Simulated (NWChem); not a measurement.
Molecule: CCl₃F; SMILES FC(Cl)(Cl)Cl

Computed with NWChem. Pople sets run with spherical d functions. Structure relaxed at the B3LYP/6-31G* (spherical d) level. LC-ωPBE (HJS hole) with 6-31G*; x = 1 − exp(−ω/0.25 bohr⁻¹) is a scale chosen for this fit.

```csv
row,x,−ε(HOMO) (eV)
ω = 0.05,0.181,8.40
ω = 0.15,0.451,9.79
ω = 0.20,0.551,withheld
ω = 0.35,0.753,11.74
ω = 0.80,0.959,13.41
```

### Question
Fit a straight line of the last column on the one before it, predict the withheld value, and compare with the run.

### Answer

1. Means of the 4 shown rows: x = 0.5860, y = 10.835. Slope Σ(x − x̄)(y − ȳ)/Σ(x − x̄)² = 2.239/0.3493 = 6.410; intercept 7.079.
2. The shown rows scatter about the line by 0.173 (root mean square); the largest residual is +0.18, at ω = 0.80.
3. At x = 0.551 (ω = 0.20; inside the shown range) the line gives 10.61.
4. The run gives 10.38, -0.23 from the line, 1.3 times the scatter.
